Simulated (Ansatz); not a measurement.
Coupled-cluster diagnostics for the cluster PbS₂⁺, Ansatz.

Geometry of the doublet (r2SCAN-D4/def2-TZVP):

Cartesian coordinates in Å:
```
Pb 0.001 -0.001 -0.001
S 1.614 1.535 -0.462
S -1.615 -1.534 0.463
```

In the def2 sets Pb takes a core potential; there is no spin–orbit coupling. Correlated methods freeze 14 core orbitals; core or outer-core shells of Pb are correlated, in sets that lack core-valence functions. Another isomer (doublet) lies 3.07 eV lower at PBE0-D4/def2-TZVP; other spin states weren't run for this one.

Q: Estimate the CCSD(T) correlation energy, the shares of MP2 and (T), T1 and the reference's ⟨S²⟩ for: charge 1, doublet, own geometry in def2-TZVPP; and the rough time on 4 threads of Intel Xeon Platinum 8259CL on a shared host.

A: 
```csv
state,basis,correlation (eV),MP2 share (%),(T) share (%),T1,⟨S²⟩ (pure),wall time,remarks
"charge 1, doublet, own geometry",def2-TZVPP,-19.842,93.0,5.0,0.049,1.17 (0.75),14 s,"large T1, spin-contaminated"
```
Customary marks for T1 are 0.02 (closed shells), 0.045 (open shells) and about 0.05 (3d metals). T1 exceeds 0.02 in 1 of 1 rows and 0.045 in 1; the higher it lies, the less the single-reference result can be trusted.
